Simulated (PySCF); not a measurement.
**Computed properties of GaF2Cl, SMILES [F][Ga]([F])[Cl]**

GaF2Cl, SMILES [F][Ga]([F])[Cl]. Geometry: ωB97X-D3(BJ)/def2-SVP. Other conformers were not sampled. All values are computed for the isolated molecule unless a solvent is named; none is compared with measurement here.

**Structure.** The optimised structure has C2v symmetry. All 6 harmonic modes at ωB97X-D3(BJ)/def2-SVP (PySCF) are real, so it is a minimum. With heavy atoms numbered as in [Ga:1]([F:2])([F:3])[Cl:4], the shortest bond between them is Ga1–F3 at 1.733 Å and the longest Ga1–Cl4 at 2.103 Å.

**Vibrations.** The strongest infrared lines (harmonic, unscaled, degenerate partners summed) lie at 771 cm⁻¹ (79 km/mol, F 72 %, Ga 28 %), 723 cm⁻¹ (65 km/mol, F 83 %, Ga 16 %), 184 cm⁻¹ (44 km/mol, Ga 48 %, F 43 %, Cl 8 %). The softest mode is at 151 cm⁻¹ and the zero-point energy is 3.5 kcal/mol.

**Electronic structure.** HF/def2-TZVPD (PySCF) places the frontier levels at -13.55 and 0.48 eV, a gap of 14.03 eV, and gives a dipole moment of 1.01 D and a mean polarisability of 33.3 bohr³.

**Excitations.** TDA-CAM-B3LYP/def2-SVPD (PySCF) has S1 at 6.41 eV (193 nm, f = 0.021, weak); the most intense of the 10 singlets computed lies at 8.27 eV (f = 0.16). T1 (TDA) is at 5.95 eV, 0.46 eV under S1. No vertical singlet excitation falls in the visible range (under 3.1 eV).

**NMR.** GIAO shifts at HF/pcSseg-2 (PySCF) (non-relativistic, atoms alike by connectivity averaged): ¹⁹F at -176.3 ppm against CFCl3. Without spin–orbit terms, shifts of atoms bonded to Cl or Br come out too high.
